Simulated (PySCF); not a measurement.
SMILES C=[CH][Ge]([F])([F])[Br] (C2H3BrF2Ge) at its PBE0/def2-SVP optimised geometry (Å):

```
9

C     -0.3506    -2.2154    -2.4444
C     -1.2446    -1.7453    -1.5707
Ge    -0.6480    -0.8355     0.0000
F      1.0793    -0.8355     0.0000
F     -1.0793     0.8355     0.0000
Br    -1.3659    -1.6985     1.9776
H      0.7264    -2.0945    -2.2905
H     -0.6652    -2.7407    -3.3527
H     -2.3208    -1.8737    -1.7242
```

Method: PBE0/def2-TZVP (PySCF). Cells within 0.4 Å of a nucleus heavier than hydrogen are left out (blank, or x).

Map of the electrostatic potential (hartree/e), clipped to [-0.08, 0.12] on the plane z = 0.0 Å:

```
|111111111111111111111111122|
|111111111111111111111111112|
|111111110000111111111111111|
|111111000000001111111111111|
|111110000000000111111111111|
|111100000000000011111111111|
|111000001100000011111111111|
|111000037972000011111111111|
|111000299999200111111111111|
|21110169xxx9721111111111111|
|22111189xxx9943211000011111|
|22222289xx99986421000001111|
|222334799999999632100000111|
|333446999999999988510000011|
|334569999999999999992000011|
|3345799999xx99999xx95000011|
|3446899999xxx999xxx98100011|
|3446899999xx9999xxx96100011|
|344579999999999999993000111|
|344568999999999999730000111|
|334457999999999853100001111|
|334445789999999632110111111|
|333344567899986432111111111|
|333334445566654432211111112|
|333333334444444332222222222|
|333333333333333322222222222|
|333333233333333222222222222|
```
Scale: ten equal steps from -0.040 (start of '0') to 0.120 (end of '9'), in the order '0123456789'; x runs from -3.50 to 3.50, y from -3.50 (bottom) to 3.50 (top).
